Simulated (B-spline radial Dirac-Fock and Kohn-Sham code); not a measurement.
**Re⁵⁺ 3p3/2: cross section and angular parameters**

System: the Re⁵⁺ ion in the configuration [Xe] 4f14 5d2; threshold 2425.0 eV (orbital energy of the model). Level of theory: Dirac-Hartree-Slater photoionisation with a Latter tail; cross sections with all multipoles, angular parameters from the dipole term and its interference with E2; a radial atomic solver.

For linearly polarised light dσ/dΩ = σ/(4π) [1 + β P₂(cos θ) + (δ + γ cos²θ) sin θ cos φ], with θ from the polarisation vector and φ the angle between the beam and the projection of the electron momentum on the plane normal to the polarisation.

```tsv
hν (eV)	σ (kb)	β	γ	δ
6000	24.3	1.673	0.021	0.015
6600	?	?	?	?
8210	12.1	1.690	0.330	0.023
9500	8.58	1.682	0.533	0.027
10100	7.40	1.677	0.625	0.029
11400	5.50	1.662	0.818	0.034
11900	4.94	1.656	0.889	0.036
12800	4.12	1.644	1.014	0.039
```

Q: Give the values at 6600 eV.

A: σ = 19.8 kb, β = 1.683, γ = 0.093, δ = 0.017.

Values without a named source are computed, but for edge energies of neutral atoms, which are taken from tables.
